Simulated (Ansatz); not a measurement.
The same group exchange along the group B, Al, Ga.

Isolated molecules relaxed with PBE0-D4/def2-TZVP in Ansatz; ΔE leaves out vibrations. CCSD(T)/CBS adds triple-zeta CCSD(T) − MP2 to the extrapolated MP2 energy (def2 sets, frozen cores). This one scheme is used for every species. Functionals use def2-TZVPP. For Ga outer-core shells are correlated without core-valence functions, which leaves a few kJ/mol of doubt a bond. Scalar relativity is left out up to krypton. Each species was taken in one conformer, which may not be the lowest.

```csv
reaction,B2PLYP (eV),MP2/CBS(def2) (eV),PBE-D4 (eV),HF/CBS(def2) (eV),CCSD(T)/CBS(def2) (eV)
`COB(O)F` + `C=C(O)C(=C)F` → `COB(O)O` + `C=C(F)C(=C)F`,0.31,0.36,0.30,0.29,0.32
`C[O][Al]([OH])[F]` + `C=C(O)C(=C)F` → `C[O][Al]([OH])[OH]` + `C=C(F)C(=C)F`,0.62,0.70,0.61,0.61,0.65
`C[O][Ga]([OH])[F]` + `C=C(O)C(=C)F` → `C[O][Ga]([OH])[OH]` + `C=C(F)C(=C)F`,0.40,0.42,0.39,0.42,0.38
```

Largest T1 diagnostic: 0.014, for `C[O][Ga]([OH])[F]`.
